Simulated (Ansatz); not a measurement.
The cluster Sn₂H₃. Charge 0, multiplicity 2. Geometry PBE0-D4/def2-TZVP; atoms count from 1.

```xyz
5

Sn   -2.091   -0.399   -0.212
Sn    0.670   -0.261   -0.161
H    -2.041    1.131    0.683
H     1.765   -1.406   -0.845
H     1.697    0.935    0.535
```

In the def2 sets Sn takes a core potential; there is no spin–orbit coupling. The structure comes from a short search, and lower isomers may exist.

Q: Estimate the Mulliken populations from the PBE0/def2-TZVP orbitals of Ansatz.

A: 
```csv
atom,charge (e),spin (α − β)
Sn1,0.06,0.40
Sn2,0.11,0.66
H3,-0.08,-0.02
H4,-0.05,-0.02
H5,-0.05,-0.02
```
Mulliken values depend strongly on the basis.

Q: Where does the spin sit?

A: Summed by element: Sn 1.06, H -0.06, of 1 unpaired in all. Largest on single atoms: Sn2 0.66, Sn1 0.40, H4 -0.02.

Q: And the Mayer bond orders between heavy atoms (over 0.3)?

A: Sn1–Sn2 1.30 (2.76 Å).
